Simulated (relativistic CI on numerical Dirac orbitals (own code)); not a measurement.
**Radial parameters of Cs46+**

Computed by Dirac-Coulomb-Breit CI, orbitals from a KLI potential per configuration, QED by a radiative potential, unscaled Slater integrals (own radial code, finite nucleus).

Slater integrals F^k, G^k are unscaled and averaged over j, outside the closed core 1s2; ζ comes from projecting the Hamiltonian with its Breit term on Σ l·s of the shell.

- 2s2 2p5: ζ(2p) = 1.9525e+06 cm⁻¹; <r>(2p) = 0.0949, <r^2>(2p) = 0.01094 (bohr units).
- 2p6 3p: ζ(3p) = 536250 cm⁻¹; <r>(3p) = 0.2478, <r^2>(3p) = 0.07092 (bohr units).
- 2p6 3d: ζ(3d) = 77091 cm⁻¹; <r>(3d) = 0.2158, <r^2>(3d) = 0.0535 (bohr units).

Averages of the first 10 configurations, taken without configuration mixing, which lowers the lowest level and can move excited configurations by several eV; other configurations of the list can lie among them:

```tsv
Configuration	Parity	States	Average energy above the lowest level (eV)
2s2 2p5	odd	6	121.7
2s 2p6	even	2	678.5
2p6 3s	even	2	5855.6
2p6 3p	odd	6	6004.7
2p6 3d	even	10	6155.4
2s2 2p4 3s	even	30	4753.2
2s2 2p4 3p	odd	90	4909.5
2s2 2p4 3d	even	150	5060.6
2s 2p5 3s	odd	24	5282.6
2s 2p5 3p	even	72	5435.3
```
